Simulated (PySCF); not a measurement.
A PySCF script (with the pyscf-properties extension) for the NMR shieldings of `CC(C)OC(=O)[SiH2]Cl`, C4H9ClO2Si, on a GFN2-xTB geometry:

```python
import basis_set_exchange as bse
import numpy as np
from pyscf import gto, dft
from pyscf.prop import nmr

atoms = """
C    -1.946178    0.228491   -1.031715
C    -1.033356   -0.223056    0.097433
C    -1.259537    0.574627    1.376194
O     0.324229   -0.033437   -0.351684
C     1.284576   -0.778948    0.187492
O     1.100436   -1.631732    1.020729
Si    2.974458   -0.278474   -0.581211
Cl    3.246540    1.667604   -0.187717
H    -1.795145    1.287457   -1.225279
H    -1.728261   -0.325995   -1.940817
H    -2.983369    0.061029   -0.755680
H    -1.164882   -1.293618    0.302485
H    -1.092093    1.633054    1.188484
H    -2.277878    0.429704    1.725210
H    -0.573590    0.239694    2.150707
H     2.891811   -0.472102   -2.025096
H     4.025241   -1.072267    0.040555
"""
names = dict.fromkeys(["C", "O", "Si", "Cl", "H"], "pcSseg-1")
basis = {el: gto.basis.parse(bse.get_basis(n, elements=[el], fmt="nwchem")) for el, n in names.items()}
mol = gto.M(atom=atoms, basis=basis, charge=0, verbose=0)
mf = dft.RKS(mol, xc="PBE0")
mf.grids.level = 2
mf.grids.alignment = dft.numint.BLKSIZE   # the property module wants whole blocks of grid points
mf.conv_tol = 1e-9
mf.kernel()

calc = nmr.RKS(mf)   # GIAO
C = mf.mo_coeff
Co = C[:, mf.mo_occ > 0]
resp = mf.gen_response(singlet=True, hermi=2)
def vind(x):   # induced exchange potential for any number of trial vectors
    d = np.einsum("pi,xij,qj->xpq", C, 2 * x.reshape(-1, C.shape[1], Co.shape[1]), Co, optimize=True)
    return np.einsum("xpq,pi,qj->xij", resp(d - d.transpose(0, 2, 1)), C, Co, optimize=True).ravel()
mo1, _ = nmr.rhf.solve_mo1(calc, with_cphf=vind)
sigma = calc.kernel(mo1)
for i, s in enumerate(sigma):   # ppm
    w = np.linalg.eigvalsh((s + s.T) / 2)
    print("%2d %-2s iso %8.1f  s11 %8.1f  s22 %8.1f  s33 %8.1f" % (i, mol.atom_pure_symbol(i), w.mean(), *w))
```

Task: Give the expected output.

Result: 
```
 0 C  iso    163.1  s11    146.4  s22    156.3  s33    186.7
 1 C  iso    117.6  s11     76.5  s22    119.4  s33    156.8
 2 C  iso    163.5  s11    144.3  s22    159.0  s33    187.1
 3 O  iso     63.4  s11   -127.5  s22    137.9  s33    179.6
 4 C  iso      2.5  s11    -97.2  s22     32.2  s33     72.4
 5 O  iso   -172.1  s11   -527.5  s22   -275.6  s33    286.9
 6 Si iso    386.4  s11    352.3  s22    384.7  s33    422.4
 7 Cl iso   1020.6  s11    971.2  s22   1011.0  s33   1079.4
 8 H  iso     30.3  s11     27.2  s22     28.8  s33     34.8
 9 H  iso     30.3  s11     26.1  s22     27.9  s33     36.8
10 H  iso     30.6  s11     26.4  s22     28.2  s33     37.2
11 H  iso     26.4  s11     23.5  s22     27.0  s33     28.8
12 H  iso     30.6  s11     27.7  s22     28.9  s33     35.1
13 H  iso     30.7  s11     26.6  s22     28.1  s33     37.5
14 H  iso     29.8  s11     25.3  s22     29.3  s33     35.0
15 H  iso     26.6  s11     23.8  s22     24.4  s33     31.6
16 H  iso     26.7  s11     22.9  s22     25.0  s33     32.3
```

These numbers come from an equivalent density-fitted implementation of the same equations, which agrees with the script to about 0.01 ppm for H and up to a few tenths of a ppm for heavy atoms, so last digits may differ.

Task: Turn these shieldings into chemical shifts. References, each an isolated molecule treated in the same way: TMS for ¹³C (σ = 186.93 ppm), ²⁹Si (σ = 349.16 ppm), ¹H (σ = 31.72 ppm); ¹⁷O (σ = 336.08 ppm) against H2O; HCl for ³⁵Cl (σ = 949.78 ppm).

Result: Averaging equivalent atoms: C 4: 184.4; C 1: 69.3; C 0/2: 23.6; O 5: 508.2; O 3: 272.7; Si 6: -37.3; Cl 7: -71; H 11: 5.30; H 15/16: 5.04; H 8/9/10/12/13/14: 1.34 ppm. Unscaled 17O shifts of doubly bonded oxygen tend to come out too high, by tens of ppm or more. Experimental scales use liquid or dissolved standards, which lie at an offset from isolated H2O (liquid H2O: subtract about 36 ppm).

Size and cost of the density-fitted run: 195 basis functions, 60 s wall time on 1 thread of an Arm Neoverse N1, shared host; peak memory 0.85 GiB.
